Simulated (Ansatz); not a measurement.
Cost and result for the atomization energy of `[GeH2][Br]` radical (4 atoms, 3 bonds).

```xyz
4

Ge    0.2113   -0.4605    0.0389
Br    0.4322    1.4954    1.2442
H    -1.2714   -0.8877    0.1333
H     0.6279   -0.1471   -1.4164
```

Charge 0, multiplicity 2. Correlated methods include outer-core shells of Br, Ge, which these sets cover unevenly. Scalar relativity is left out up to krypton. All single points use the PBE0-D4/def2-TZVP geometry. Program: Ansatz. All runs use 2 threads of a server CPU on a shared host. Times are those of one run each, without the atoms' runs, and a repeat can differ threefold. Electronic energies, without spin–orbit coupling; frozen cores. CCSD(T)/CBS adds CCSD(T) − MP2 in def2-TZVPP to the MP2 limit, and its time is that of the two runs behind it. T1 = 0.011; ⟨S²⟩ of the reference is 0.76. With those shells the extrapolation isn't a true limit. B3LYP takes the VWN-RPA correlation (the form of Gaussian; ORCA's B3LYP/G). HSE06 is the plane-wave form, built on full-range PBE exchange.

CCSD(T)/CBS is a level of theory with its own doubt, some kJ/mol a heavy atom from the limit and from the frozen cores, so smaller differences don't rank the functionals.

```json
{"level": "LDA (SPW92)/def2-TZVPP", "functions": "124", "wall time": "1 s"}
{"level": "PBE-D4/def2-TZVPP (with forces)", "functions": "124", "wall time": "2.2 s"}
{"level": "PBE0-D4/def2-TZVPP", "functions": "124", "wall time": "2.6 s"}
{"level": "HSE06-D4/def2-TZVPP", "functions": "124", "wall time": "3 s"}
{"level": "B3LYP-D4/def2-TZVPP (with forces)", "functions": "124", "wall time": "3.1 s"}
{"level": "BHLYP-D4/def2-TZVPP", "functions": "124", "wall time": "3.3 s"}
{"level": "CCSD(T)/def2-SVP", "functions": "74", "wall time": "4.6 s"}
{"level": "r2SCANh-D4/def2-TZVPP", "functions": "124", "wall time": "5.5 s"}
{"level": "ωB97X-V/def2-TZVPP", "functions": "124", "wall time": "8.5 s"}
{"level": "ωB97M-V/def2-TZVPP (with forces)", "functions": "124", "wall time": "12 s"}
{"level": "MP2/def2-QZVPP", "functions": "238", "wall time": "12 s"}
{"level": "CCSD(T)/def2-TZVPP", "functions": "124", "wall time": "22 s"}
{"level": "CCSD(T)/CBS(def2)", "functions": "–", "wall time": "34 s"}
```

What atomization energy does each give, and how far from CCSD(T)/CBS? (An estimate is asked.)

Computed: 
```
                            level  atomization (kJ/mol)  difference from CCSD(T)/CBS  per bond
           LDA (SPW92)/def2-TZVPP                 997.8                        124.9      41.6
  PBE-D4/def2-TZVPP (with forces)                 871.2                         -1.7      -0.6
               PBE0-D4/def2-TZVPP                 864.4                         -8.5      -2.8
              HSE06-D4/def2-TZVPP                 864.8                         -8.1      -2.7
B3LYP-D4/def2-TZVPP (with forces)                 862.2                        -10.7      -3.5
              BHLYP-D4/def2-TZVPP                 849.4                        -23.5      -7.8
                 CCSD(T)/def2-SVP                 801.0                        -71.9     -23.9
            r2SCANh-D4/def2-TZVPP                 882.6                          9.7       3.2
               ωB97X-V/def2-TZVPP                 874.8                          1.9       0.6
 ωB97M-V/def2-TZVPP (with forces)                 857.7                        -15.2      -5.0
                   MP2/def2-QZVPP                 861.0                        -11.9      -3.9
               CCSD(T)/def2-TZVPP                 855.4                        -17.5      -5.8
                CCSD(T)/CBS(def2)                 872.9                          0.0       0.0
```

In def2-TZVPP, CCSD(T) changes the Hartree–Fock value by +222.9 kJ/mol (the triples alone add +12.9 kJ/mol) and MP2 by +218.7 kJ/mol; breaking electron pairs costs correlation energy, which Hartree–Fock lacks. The D4 term adds +11.1 kJ/mol with B3LYP and +5.6 kJ/mol with PBE0; it sums over pairs of atoms, weighted by their polarisabilities, and B3LYP, whose exchange is more repulsive, gets the larger term. From r2SCAN to r2SCAN0 (25 % exact exchange), in def2-TZVPP and without D4, the atomization energy moves by −12.7 kJ/mol: exact exchange takes away binding that semilocal exchange gives to molecules.
